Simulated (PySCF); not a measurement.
## From computed data to an observable: entropy of an ideal gas

2,2,2-trifluoroethanol (C2H3F3O), SMILES OCC(F)(F)F.

Coordinates come from a B3LYP-D3(BJ)/def2-SVP optimisation. One conformer was computed; it need not be the lowest.

PySCF 2.14.0 with B3LYP-D3(BJ)/def2-SVP gives the harmonic wavenumbers 115, 225, 335, 403, 430, 538, 551, 669, 841, 957, 1128, 1171, 1220, 1279, 1313, 1388, 1446, 1473, 3009, 3120, 3804 cm⁻¹ and the rotational temperatures 0.2544, 0.1358, 0.1344 K. The molar mass is 100.04 g/mol, the symmetry number 1, the spin multiplicity 1.

Question: Work out the entropy at 298.15 K and 1 atm in the rigid-rotor, harmonic-oscillator model.

Answer: 
Translation (Sackur–Tetrode at 1 atm): S = R[1.5 ln M + 2.5 ln T − 1.16487] = 166.2 J/(mol K).
Rotation: q = (√π/σ) T^1.5/√(θA θB θC) = 134000, S = R[ln q + 3/2] = 110.6 J/(mol K).
Vibration: with u = 1.4388 ν/T, each mode gives R[u/(e^u − 1) − ln(1 − e^−u)]:
```json
[
 {"ν (cm⁻¹)": "115", "modes": "1", "u": "0.55", "S (J/(mol K))": "13.32"},
 {"ν (cm⁻¹)": "225", "modes": "1", "u": "1.09", "S (J/(mol K))": "8.03"},
 {"ν (cm⁻¹)": "335", "modes": "1", "u": "1.62", "S (J/(mol K))": "5.17"},
 {"ν (cm⁻¹)": "403", "modes": "1", "u": "1.94", "S (J/(mol K))": "3.98"},
 {"ν (cm⁻¹)": "430", "modes": "1", "u": "2.08", "S (J/(mol K))": "3.59"},
 {"ν (cm⁻¹)": "538", "modes": "1", "u": "2.60", "S (J/(mol K))": "2.38"},
 {"ν (cm⁻¹)": "551", "modes": "1", "u": "2.66", "S (J/(mol K))": "2.27"},
 {"ν (cm⁻¹)": "669", "modes": "1", "u": "3.23", "S (J/(mol K))": "1.44"},
 {"ν (cm⁻¹)": "841", "modes": "1", "u": "4.06", "S (J/(mol K))": "0.74"},
 {"ν (cm⁻¹)": "957", "modes": "1", "u": "4.62", "S (J/(mol K))": "0.47"},
 {"ν (cm⁻¹)": "1128", "modes": "1", "u": "5.44", "S (J/(mol K))": "0.23"},
 {"ν (cm⁻¹)": "1171", "modes": "1", "u": "5.65", "S (J/(mol K))": "0.19"},
 {"ν (cm⁻¹)": "1220", "modes": "1", "u": "5.89", "S (J/(mol K))": "0.16"},
 {"ν (cm⁻¹)": "1279", "modes": "1", "u": "6.17", "S (J/(mol K))": "0.12"},
 {"ν (cm⁻¹)": "1313", "modes": "1", "u": "6.34", "S (J/(mol K))": "0.11"},
 {"ν (cm⁻¹)": "1388", "modes": "1", "u": "6.70", "S (J/(mol K))": "0.08"},
 {"ν (cm⁻¹)": "1446", "modes": "1", "u": "6.98", "S (J/(mol K))": "0.06"},
 {"ν (cm⁻¹)": "1473", "modes": "1", "u": "7.11", "S (J/(mol K))": "0.06"}
]
```
The stiffer modes add less than 0.005 each. Sum 42.4 J/(mol K).
Spin: R ln 1 = 0.0 J/(mol K).
Total 319.2 J/(mol K); the program's own thermochemistry gives 319.2. Translation makes up 52 % and vibration 13 %. Anharmonicity, hindered rotation and orbital degeneracy are left out.
